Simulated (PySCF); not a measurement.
# MZr for M along the chalcogens

PBE0 with triple-zeta basis sets in PySCF, for the lowest determinant that a PBE0 search found; no spin–orbit coupling. De refers to high-spin ground-configuration atoms. A positive dipole means M(−)Zr(+).

```
 M       basis  state (unpaired electrons)  Re (Å)  ωe (cm⁻¹)  De (eV)  μ (D)
 O  def2-TZVPP          triplet (σ ↑, δ ↑)   1.718        983      n/a   3.98
 S  def2-TZVPP          triplet (σ ↑, δ ↑)   2.182        543      n/a   5.39
Se  def2-TZVPP          triplet (σ ↑, δ ↑)   2.319        374      n/a   5.65
```

The shortest bond is that of ZrO (1.718 Å), the longest that of ZrSe (2.319 Å).

Down a group the atoms grow and get heavier, so bonds lengthen and wavenumbers fall; this series shows no clear exception.

De is left out where the level can put another filling of the metal’s s and d shells below the measured ground configuration, by anything from nothing to about 1 eV. Spin–orbit coupling is left out, which matters for elements this heavy, above all for dissociation energies. With d or f electrons several states lie close, and the lowest PBE0 determinant need not be the measured ground state.
